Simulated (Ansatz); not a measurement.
Cu, doublet; B3LYP/6-31G* (Ansatz, an electronic-structure program).

Here is a job for Ansatz.
Ansatz 0.2 input:
```yaml
crystal:
  periodic: [false, false, false]
  atoms:
    - {symbol: Cu, position_ang: [0.00000000, 0.00000000, 0.00000000]}
basis:
  gaussian:
    orbitals: 6-31G*
hamiltonian:
  xc: b3lyp
magnetization: {spin_polarized: true, initial_magnetization: 1}
```

Output, abridged:

```
Functional definition: B3LYP
250 factors; integrals over basis functions are off by at most 8.4e-5 eV
mean field evaluation 1: about -44626.5761 eV, gradient 4.2e1 eV
mean field evaluation 2: about -44076.6983 eV, gradient 2.5e2 eV
mean field evaluation 4: about -44627.7543 eV, gradient 4.2e1 eV
mean field evaluation 8: about -44631.3784 eV, gradient 8.0e-2 eV
mean field evaluation 16: about -44631.3891 eV, gradient 4.2e-2 eV
mean field evaluation 32: about -44631.3843 eV, gradient 5.9e-1 eV
mean field evaluation 64: about -44631.3895 eV, gradient 5.7e-3 eV
mean field -44631.38949663 eV, -1640.1733117588 hartree, gradient 3.2e-6 eV, S^2 0.750295; 5 other end points of the search recorded, 0 dependent functions left out
reference -44631.38964148 eV, -1640.1733170819 hartree; 15, 14 occupied and 21, 22 virtual orbitals, 250 factors
Total energy: -44631.38964148 eV, -1640.1733170819 hartree
```
